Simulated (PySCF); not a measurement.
Molfile (atoms numbered from 1):
```
C5H13B2N
     RDKit          3D

 21 21  0  0  0  0  0  0  0  0999 V2000
    3.4598   -0.4950   -0.6133 B   0  0  0  0  0  0  0  0  0  0  0  0
    2.9867   -1.5218    0.4328 C   0  0  0  0  0  0  0  0  0  0  0  0
    1.9646   -0.6019    1.2446 B   0  0  0  0  0  0  0  0  0  0  0  0
    0.6290   -0.4790    0.8638 N   0  0  0  0  0  0  0  0  0  0  0  0
   -0.3585    0.3417    1.5679 C   0  0  0  0  0  0  0  0  0  0  0  0
   -1.7046   -0.1958    1.1012 C   0  0  0  0  0  0  0  0  0  0  0  0
   -1.4087   -0.5827   -0.3441 C   0  0  0  0  0  0  0  0  0  0  0  0
   -0.0095   -1.1836   -0.2509 C   0  0  0  0  0  0  0  0  0  0  0  0
    2.8892   -0.3778   -1.6781 H   0  0  0  0  0  0  0  0  0  0  0  0
    4.3574    0.2818   -0.3687 H   0  0  0  0  0  0  0  0  0  0  0  0
    2.4530   -2.3837    0.0043 H   0  0  0  0  0  0  0  0  0  0  0  0
    3.7765   -1.8324    1.1321 H   0  0  0  0  0  0  0  0  0  0  0  0
    2.3320    0.0406    2.2043 H   0  0  0  0  0  0  0  0  0  0  0  0
   -0.2506    1.4029    1.2789 H   0  0  0  0  0  0  0  0  0  0  0  0
   -0.2139    0.2824    2.6558 H   0  0  0  0  0  0  0  0  0  0  0  0
   -1.9803   -1.0898    1.6850 H   0  0  0  0  0  0  0  0  0  0  0  0
   -2.5174    0.5370    1.2057 H   0  0  0  0  0  0  0  0  0  0  0  0
   -1.3927    0.3192   -0.9779 H   0  0  0  0  0  0  0  0  0  0  0  0
   -2.1412   -1.2789   -0.7768 H   0  0  0  0  0  0  0  0  0  0  0  0
    0.5670   -1.0675   -1.1804 H   0  0  0  0  0  0  0  0  0  0  0  0
   -0.0639   -2.2656   -0.0331 H   0  0  0  0  0  0  0  0  0  0  0  0
  1  2  1  0
  2  3  1  0
  3  4  1  0
  4  5  1  0
  5  6  1  0
  6  7  1  0
  7  8  1  0
  8  4  1  0
  1  9  1  0
  1 10  1  0
  2 11  1  0
  2 12  1  0
  3 13  1  0
  5 14  1  0
  5 15  1  0
  6 16  1  0
  6 17  1  0
  7 18  1  0
  7 19  1  0
  8 20  1  0
  8 21  1  0
M  END
```

Geometry: PBE0-D3(BJ)/def2-SVP; GIAO shifts from PySCF 2.14, gas phase, non-relativistic, averaged over equivalent atoms.

At CAM-B3LYP/pcSseg-1 (201 basis functions, 66 s wall time on 1 thread of an Arm Neoverse N1, shared host):
| atoms | δ (ppm) |
| --- | --- |
| B1 | 85.3 |
| B3 | 40.2 |
| C5/C8 | 52.2 |
| C2 | 45.2 |
| C6/C7 | 29.2 |
| N4 | 163.6 |
| H9/H10 | 7.36 |
| H13 | 5.06 |
| H14/H15/H20/H21 | 3.42 |
| H11/H12 | 2.74 |
| H16/H17/H18/H19 | 1.68 |

Chemical shifts δ = σref − σ; 11B (99.35 ppm) against BF3·OEt2; TMS for 13C (182.45 ppm), 1H (31.33 ppm); NH3 for 15N (267.29 ppm), all at this level.

Estimate the result of repeating the calculation with PBE0/pcSseg-1.

## Answers


```
          atoms  δ at PBE0/pcSseg-1  change
             B1                80.8    -4.5
             B3                37.3    -2.9
          C5/C8                52.4    +0.2
             C2                46.7    +1.5
          C6/C7                29.2    +0.0
             N4               165.7    +2.1
         H9/H10                7.39   +0.03
            H13                5.10   +0.04
H14/H15/H20/H21                3.47   +0.05
        H11/H12                2.92   +0.18
H16/H17/H18/H19                1.70   +0.02
```

Shifts are taken against calculated references (same method and geometry level): 11B (100.73 ppm) against BF3·OEt2; TMS for 13C (184.41 ppm), 1H (31.27 ppm); NH3 for 15N (265.67 ppm).

The largest change is at B1 (boron bonded to C, 2 H). Cost: 201 basis functions, 55 s wall time on 1 thread of an Arm Neoverse N1, shared host. The order of the carbon signals is the same at both levels.

A carbon bonded to boron is broadened by the quadrupolar boron nucleus and is often missing from a measured spectrum. Experimental scales use liquid or dissolved standards, which lie at an offset from isolated NH3 (liquid NH3: subtract about 20 ppm). Unscaled 15N shifts of sp2 nitrogen come out 20 to 40 ppm too high even then.
